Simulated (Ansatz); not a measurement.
Start from `[SH][Hf]([Cl])([Cl])[Cl]` and change one element to get `[SH][Ti]([Cl])([Cl])[Cl]`.

Ansatz, PBE0-D4/def2-TZVP geometries, multiplicity 1. Each molecule was computed in one conformer, which needn't be the lowest.

Elements past krypton have def2 core potentials. Scalar relativity is left out up to krypton.

```csv
property,`[SH][Hf]([Cl])([Cl])[Cl]`
HOMO–LUMO gap (PBE0/def2-TZVPP) / eV,5.97
size of the dipole moment (PBE/def2-TZVPP) / D,0.62
zero-point energy (PBE0-D4/def2-TZVP) / kJ/mol,31.7
LUMO energy (PBE/def2-TZVPP) / eV,-3.08
HOMO energy (B3LYP/def2-TZVPP) / eV,-7.98
HOMO energy (PBE0/def2-TZVPP) / eV,-8.25
```

Give the same properties after the change, and the shifts. (Best estimate.)

Computed: 
```csv
property,`[SH][Ti]([Cl])([Cl])[Cl]`,shift
HOMO–LUMO gap (PBE0/def2-TZVPP) / eV,4.70,-1.27
size of the dipole moment (PBE/def2-TZVPP) / D,0.81,0.19
zero-point energy (PBE0-D4/def2-TZVP) / kJ/mol,34.7,3.0
LUMO energy (PBE/def2-TZVPP) / eV,-4.49,-1.41
HOMO energy (B3LYP/def2-TZVPP) / eV,-8.06,-0.08
HOMO energy (PBE0/def2-TZVPP) / eV,-8.32,-0.07
```

With PBE0 the HOMO falls by 0.07 eV and the LUMO falls by 1.34 eV, so the gap narrows by about 1.27 eV. PBE moves the HOMO by -0.08 eV and ωB97M-V by -0.04 eV. Dipoles are sizes alone; their direction can turn.

B3LYP here is the variant with VWN-RPA as its local correlation; programs differ in this.
